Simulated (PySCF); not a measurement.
C₄HCoO₄ (SMILES [O+]#[C-]->[CoH](<-[C-]#[O+])(<-[C-]#[O+])<-[C-]#[O+]), singlet, at a GFN2-xTB geometry (such geometries of metal compounds can be far from the true shape); DF-TPSS/3-21G in PySCF.

The PySCF input:
```python
from pyscf import gto, scf, dft

mol = gto.M(
    atom='''
Co    0.16866841   -0.21594632    0.06853971
O     2.11576714    0.29848456   -2.06833429
C     1.35421924    0.10880843   -1.24378571
O     0.72658796    0.75338840    2.78353125
C     0.50304980    0.38753436    1.72901993
O    -1.56131369    1.99895132   -0.63445186
C    -0.88158165    1.12868977   -0.35823750
O    -1.88689263   -2.27515241   -0.32693741
C    -1.09826619   -1.46809481   -0.17680757
H     1.02823552   -1.31645086    0.41783143
''',
    basis='3-21g',
    verbose=5,
)

mf = dft.RKS(mol)
mf.xc = 'tpss'
mf = mf.density_fit(auxbasis='def2-universal-jkfit')
mf.kernel()
```

Task: Write the output that PySCF gives for this input, abridged.

Result: 
```
PySCF version 2.14.0

[INPUT] verbose = 5
[INPUT] max_memory = 4000
[INPUT] num. atoms = 10
[INPUT] num. electrons = 84
[INPUT] charge = 0
[INPUT] spin (= nelec alpha-beta = 2S) = 0
[INPUT] symmetry False subgroup None
[INPUT] Mole.unit = angstrom
[INPUT] Symbol           X                Y                Z      unit          X                Y                Z       unit  Magmom
[...]
[INPUT] ---------------- BASIS SET ----------------
[INPUT] l, kappa, [nprim/nctr], expnt,             c_1 c_2 ...
[INPUT] O
[...]
                                48.4308           0.3515
                                10.4206           0.707658
[...]
                                1.5762            1.22156
[...]
                                1.5762            0.853955
[...]
[INPUT] H
[...]
                                0.824547          0.904691
[...]
[INPUT] Co
[...]
                                539.3908          0.375818
                                118.0449          0.682122
[...]
                                33.81561          0.096767
                                10.33323          0.958992
[...]
                                3.382714          0.343251
                                1.076954          0.846963
[...]
                                0.105041          1.084998
[...]
                                33.81561          0.563444
                                10.33323          0.463024
[...]
                                3.382714          0.476917
                                1.076954          0.599154
[...]
                                0.105041          0.999934
[...]
                                3.408983          0.847342
[...]
[INPUT] C
[...]
                                25.9109           0.358794
                                5.53335           0.700713
[...]
                                0.770545          1.21584
[...]
                                0.770545          0.860619
[...]
nuclear repulsion = 621.464696780973
number of shells = 53
number of NR pGTOs = 177
number of NR cGTOs = 101
basis = 3-21g
ecp = {}

******** <class 'pyscf.df.df_jk.DFRKS'> ********
method = DFRKS
initial guess = minao
damping factor = 0
level_shift factor = 0
DIIS = <class 'pyscf.scf.diis.CDIIS'>
diis_start_cycle = 1
diis_space = 8
diis_damp = 0
SCF conv_tol = 1e-09
SCF conv_tol_grad = None
SCF max_cycles = 50
direct_scf = False
XC library pyscf.dft.libxc version 7.1.2
    S. Lehtola, C. Steigemann, M. J. T. Oliveira, and M. A. L. Marques,  SoftwareX 7, 1–5 (2018)
XC functionals = tpss
    J. Tao, J. P. Perdew, V. N. Staroverov, and G. E. Scuseria,  Phys. Rev. Lett. 91, 146401 (2003)
    J. P. Perdew, J. Tao, V. N. Staroverov, and G. E. Scuseria,  J. Chem. Phys. 120, 6898 (2004)
    J. Tao, J. P. Perdew, V. N. Staroverov, and G. E. Scuseria,  Phys. Rev. Lett. 91, 146401 (2003)
    J. P. Perdew, J. Tao, V. N. Staroverov, and G. E. Scuseria,  J. Chem. Phys. 120, 6898 (2004)
radial grids:
    Treutler-Ahlrichs [JCP 102, 346 (1995); DOI:10.1063/1.469408] (M4) radial grids

becke partition: Becke, JCP 88, 2547 (1988); DOI:10.1063/1.454033
pruning grids: <function nwchem_prune>
grids dens level: 3
symmetrized grids: False
atomic radii adjust function: <function treutler_atomic_radii_adjust>
small_rho_cutoff = 0
Set gradient conv threshold to 3.16228e-05
Initial guess from minao.
atom Co rad-grids = 90, ang-grids = [ 50  50  50  50  50  50  50  50  50  50  50  50  50  50  50  50  50  50
  50  50  50  50  50  50  50  50  50  50  86  86  86  86  86  86  86  86
  86  86  86  86  86  86  86 350 350 350 350 350 350 350 350 350 350 434
 434 434 434 434 434 434 434 434 434 434 434 434 434 434 434 434 434 434
 434 434 350 350 350 350 350 350 350 350 350 350 350 350 350 350 350 350]
atom O rad-grids = 75, ang-grids = [ 50  50  50  50  50  50  50  50  50  50  50  50  50  50  50  50  50  50
  50  50  50  50  50  86  86  86  86  86  86  86  86  86 266 266 266 266
 266 266 266 302 302 302 302 302 302 302 302 302 302 302 302 302 302 302
 302 302 302 302 302 266 266 266 266 266 266 266 266 266 266 266 266 266
 266 266 266]
atom C rad-grids = 75, ang-grids = [ 50  50  50  50  50  50  50  50  50  50  50  50  50  50  50  50  50  50
  50  50  50  50  86  86  86  86  86  86  86  86  86  86 266 266 266 266
 266 266 302 302 302 302 302 302 302 302 302 302 302 302 302 302 302 302
 302 302 302 302 266 266 266 266 266 266 266 266 266 266 266 266 266 266
 266 266 266]
atom H rad-grids = 50, ang-grids = [ 50  50  50  50  50  50  50  50  50  50  50  50  50  50  50  86  86  86
  86 266 266 266 266 266 302 302 302 302 302 302 302 302 302 302 302 302
 302 266 266 266 266 266 266 266 266 266 266 266 266 266]
tot_boxes 4080, boxes in each direction [13 14 15]
Padding 0 grids
tot grids = 143512
nelec by numeric integration = 83.75248209474935
num shells = 264, num cGTOs = 890
E1 = -3779.064052495173  E2 = 1330.5932074366806  Ecoul = 1446.8993423418488  Exc = -116.30613490516818
init E= -1827.00614827752
cond(S) = 902.2253161938143
[...]
  mo_energy =
[-2.73691386e+02 -3.11425382e+01 -2.67296032e+01 -2.67291894e+01
 -2.67291891e+01 -1.90396597e+01 -1.90392908e+01 -1.90392903e+01
 -1.90389046e+01 -1.00373877e+01 -1.00365174e+01 -1.00365173e+01
 -1.00360418e+01 -2.78100676e+00 -1.51534817e+00 -1.51104201e+00
 -1.51104059e+00 -1.16697975e+00 -1.16624642e+00 -1.16624619e+00
 -1.16583567e+00 -6.07492606e-01 -6.01442473e-01 -6.01441039e-01
 -5.99820759e-01 -4.97001855e-01 -4.97001477e-01 -4.94433283e-01
 -4.93141808e-01 -4.93141530e-01 -4.90357066e-01 -4.87980667e-01
 -4.87980249e-01 -4.49895763e-01 -3.67332050e-01 -3.67314249e-01
 -3.48121240e-01 -2.44464213e-01 -1.49138045e-01 -1.49134370e-01
 -1.31072010e-01 -1.31067105e-01 -7.87890544e-02 -6.31906465e-02
 -5.31195704e-02 -5.31136986e-02  5.62671580e-03  2.26633143e-02
  2.26640088e-02  2.69178649e-02  2.81653261e-01  2.81655606e-01
  2.96656671e-01  3.53942204e-01  3.65917410e-01  3.65919995e-01
  4.66653515e-01  5.03971270e-01  5.03977733e-01  5.51387643e-01
[...]
  3.47851957e+00]
nelec by numeric integration = 83.99998734907966
E1 = -3756.4437347295357  E2 = 1307.3685126200503  Ecoul = 1422.5435827827675  Exc = -115.17507016271735
cycle= 33 E= -1827.61052532851  delta_E= -2.54e-08  |g|= 0.000233  |ddm|= 0.000369
[...]
  mo_energy =
[-2.74999082e+02 -3.24666570e+01 -2.80660197e+01 -2.80555373e+01
 -2.80555368e+01 -1.89152408e+01 -1.89112631e+01 -1.89109057e+01
 -1.89109038e+01 -1.00841721e+01 -1.00812178e+01 -1.00803627e+01
 -1.00803552e+01 -3.68499541e+00 -2.38454222e+00 -2.36520055e+00
 -2.36519892e+00 -1.12411387e+00 -1.11960279e+00 -1.11894260e+00
 -1.11894101e+00 -5.74731291e-01 -5.23795628e-01 -5.23792465e-01
 -5.23116603e-01 -4.59322072e-01 -4.54013369e-01 -4.54012464e-01
 -4.44939410e-01 -4.40114763e-01 -4.40114102e-01 -4.32520935e-01
 -4.32520344e-01 -4.30535258e-01 -4.30241626e-01 -4.17843791e-01
 -4.17840567e-01 -3.22562985e-01 -2.66836784e-01 -2.66833706e-01
 -2.35506548e-01 -2.35506150e-01 -7.47839808e-02 -7.47810403e-02
 -7.40849424e-02 -5.87399159e-02 -5.87390354e-02 -5.68667166e-02
 -4.06216153e-02 -3.70238702e-02 -3.70212456e-02  1.79333343e-02
  4.41710946e-02  4.41720708e-02  4.84205614e-02  2.90956758e-01
  3.08180101e-01  3.08184011e-01  3.71278806e-01  3.84860472e-01
  3.84862989e-01  4.34598495e-01  5.28978190e-01  6.09817548e-01
  6.09831047e-01  7.47048078e-01  7.51862680e-01  7.51864913e-01
  8.16460036e-01  8.18573620e-01  8.18576532e-01  8.44544087e-01
  9.03375415e-01  9.03390889e-01  9.07359011e-01  1.07253108e+00
  1.34656760e+00  1.34657676e+00  1.38722709e+00  1.38723397e+00
  1.40120611e+00  1.41455790e+00  1.42224415e+00  1.42224577e+00
  1.42902478e+00  1.49070597e+00  1.49070846e+00  1.54450338e+00
  1.70129308e+00  1.72159089e+00  1.72160345e+00  2.10565767e+00
  2.69924254e+00  2.69925128e+00  2.83856963e+00  2.83857423e+00
  2.86564249e+00  3.11054859e+00  3.11864624e+00  3.11865038e+00
  3.47851768e+00]
nelec by numeric integration = 83.99998734906869
E1 = -3756.446503466465  E2 = 1307.371281348162  Ecoul = 1422.546427665543  Exc = -115.17514631738091
cycle= 34 E= -1827.61052533733  delta_E= -8.82e-09  |g|= 2.2e-05  |ddm|= 0.000156
[...]
  mo_energy =
[-2.74999082e+02 -3.24666570e+01 -2.80660195e+01 -2.80555375e+01
 -2.80555368e+01 -1.89152363e+01 -1.89112629e+01 -1.89109051e+01
 -1.89109040e+01 -1.00841701e+01 -1.00812160e+01 -1.00803591e+01
 -1.00803551e+01 -3.68499517e+00 -2.38454179e+00 -2.36520051e+00
 -2.36519865e+00 -1.12411086e+00 -1.11960248e+00 -1.11894203e+00
 -1.11894098e+00 -5.74730171e-01 -5.23794818e-01 -5.23792671e-01
 -5.23115097e-01 -4.59320888e-01 -4.54011623e-01 -4.54010714e-01
 -4.44939148e-01 -4.40114734e-01 -4.40113661e-01 -4.32520489e-01
 -4.32519632e-01 -4.30535064e-01 -4.30240722e-01 -4.17842441e-01
 -4.17840118e-01 -3.22564723e-01 -2.66836343e-01 -2.66833044e-01
 -2.35506306e-01 -2.35505881e-01 -7.47831210e-02 -7.47796660e-02
 -7.40844905e-02 -5.87394735e-02 -5.87386540e-02 -5.68662520e-02
 -4.06223408e-02 -3.70227593e-02 -3.70197749e-02  1.79336943e-02
  4.41711472e-02  4.41722000e-02  4.84201348e-02  2.90957319e-01
  3.08180555e-01  3.08183950e-01  3.71279676e-01  3.84860915e-01
  3.84863021e-01  4.34598916e-01  5.28978522e-01  6.09819117e-01
  6.09831709e-01  7.47048647e-01  7.51863105e-01  7.51865427e-01
  8.16461644e-01  8.18574733e-01  8.18577581e-01  8.44544583e-01
  9.03376529e-01  9.03391072e-01  9.07359905e-01  1.07252805e+00
  1.34656849e+00  1.34657730e+00  1.38722776e+00  1.38723432e+00
  1.40120823e+00  1.41455851e+00  1.42224420e+00  1.42224556e+00
  1.42902475e+00  1.49070777e+00  1.49071019e+00  1.54450340e+00
  1.70129448e+00  1.72159137e+00  1.72160345e+00  2.10565779e+00
  2.69924275e+00  2.69925155e+00  2.83856989e+00  2.83857430e+00
  2.86564302e+00  3.11055092e+00  3.11864653e+00  3.11865026e+00
  3.47851780e+00]
nelec by numeric integration = 83.99998734906917
E1 = -3756.446494574873  E2 = 1307.3712724564482  Ecoul = 1422.5464166997463  Exc = -115.17514424329812
cycle= 35 E= -1827.61052533745  delta_E= -1.22e-10  |g|= 1.2e-05  |ddm|= 3.31e-05
[...]
  mo_energy =
[-2.74999078e+02 -3.24666526e+01 -2.80660150e+01 -2.80555331e+01
 -2.80555323e+01 -1.89152412e+01 -1.89112618e+01 -1.89109045e+01
 -1.89109023e+01 -1.00841733e+01 -1.00812171e+01 -1.00803627e+01
 -1.00803537e+01 -3.68499194e+00 -2.38453857e+00 -2.36519757e+00
 -2.36519546e+00 -1.12411350e+00 -1.11960239e+00 -1.11894169e+00
 -1.11894113e+00 -5.74730628e-01 -5.23795091e-01 -5.23791978e-01
 -5.23115932e-01 -4.59321547e-01 -4.54012591e-01 -4.54012078e-01
 -4.44939127e-01 -4.40114285e-01 -4.40113731e-01 -4.32520452e-01
 -4.32520039e-01 -4.30534917e-01 -4.30240496e-01 -4.17842963e-01
 -4.17839711e-01 -3.22563211e-01 -2.66834413e-01 -2.66831043e-01
 -2.35504771e-01 -2.35504433e-01 -7.47829319e-02 -7.47800103e-02
 -7.40834405e-02 -5.87386981e-02 -5.87380690e-02 -5.68662847e-02
 -4.06215854e-02 -3.70233314e-02 -3.70209859e-02  1.79336040e-02
  4.41711263e-02  4.41721936e-02  4.84203797e-02  2.90957330e-01
  3.08180595e-01  3.08184357e-01  3.71279311e-01  3.84861005e-01
  3.84863281e-01  4.34598718e-01  5.28978484e-01  6.09817820e-01
  6.09831422e-01  7.47048418e-01  7.51862909e-01  7.51865127e-01
  8.16460305e-01  8.18574044e-01  8.18576854e-01  8.44544417e-01
  9.03375637e-01  9.03391498e-01  9.07359187e-01  1.07252969e+00
  1.34656815e+00  1.34657715e+00  1.38722789e+00  1.38723396e+00
  1.40120672e+00  1.41455827e+00  1.42224465e+00  1.42224579e+00
  1.42902511e+00  1.49070677e+00  1.49070882e+00  1.54450367e+00
  1.70129346e+00  1.72159097e+00  1.72160411e+00  2.10565795e+00
  2.69924527e+00  2.69925406e+00  2.83857187e+00  2.83857632e+00
  2.86564460e+00  3.11054939e+00  3.11864725e+00  3.11865083e+00
  3.47851833e+00]
nelec by numeric integration = 83.99998734899758
E1 = -3756.445411536125  E2 = 1307.3701894186622  Ecoul = 1422.5452948449665  Exc = -115.17510542630427
Extra cycle  E= -1827.61052533649  delta_E= 9.62e-10  |g|= 8.67e-05  |ddm|= 5.02e-05
converged SCF energy = -1827.61052533649
```
